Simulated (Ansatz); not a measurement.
N-butylpyridinium, `CCCC[n+]1ccccc1`. Charge 1, multiplicity 1. Geometry PBE-D4/def2-SVP, basis def2-TZVP, Ansatz.

```xyz
24

C     2.8049    0.4603    2.5517
C     1.3052    0.6502    2.3201
C     0.8627    0.1956    0.9235
C    -0.6399    0.3952    0.7084
N    -1.0749   -0.0465   -0.6440
C    -1.0353    0.8309   -1.6821
C    -1.3716    0.4254   -2.9714
C    -1.7518   -0.9072   -3.1954
C    -1.7845   -1.7988   -2.1116
C    -1.4387   -1.3417   -0.8422
H     3.0993   -0.6049    2.4557
H     3.0939    0.7957    3.5665
H     3.4056    1.0431    1.8237
H     0.7298    0.0870    3.0874
H     1.0335    1.7196    2.4600
H     1.1148   -0.8777    0.7757
H     1.4226    0.7596    0.1451
H    -1.2335   -0.1793    1.4462
H    -0.9248    1.4605    0.8113
H    -0.7309    1.8593   -1.4406
H    -1.3360    1.1588   -3.7895
H    -2.0250   -1.2470   -4.2057
H    -2.0802   -2.8497   -2.2398
H    -1.4452   -1.9884    0.0469
```

```json
{"run": "A", "HOMO (eV)": "-11.08", "LUMO (eV)": "-7.38"}
{"run": "B", "HOMO (eV)": "-11.89", "LUMO (eV)": "-6.93"}
{"run": "C", "HOMO (eV)": "-11.38", "LUMO (eV)": "-7.25"}
{"run": "D", "HOMO (eV)": "-11.02", "LUMO (eV)": "-7.23"}
{"run": "E", "HOMO (eV)": "-12.46", "LUMO (eV)": "-6.51"}
```

The runs used BLYP, PBE, PBE0, r2SCAN, r2SCANh. Estimate which is which.

A PBE (0 % exact exchange); B r2SCANh (10 % exact exchange); C r2SCAN (0 % exact exchange); D BLYP (0 % exact exchange); E PBE0 (25 % exact exchange). Exact exchange lowers occupied and raises empty levels; among semilocal functionals meta-GGAs tend to open the gap a little, and such runs are hard to tell apart. The gap grows from 3.70 eV (PBE) to 5.95 eV (PBE0).
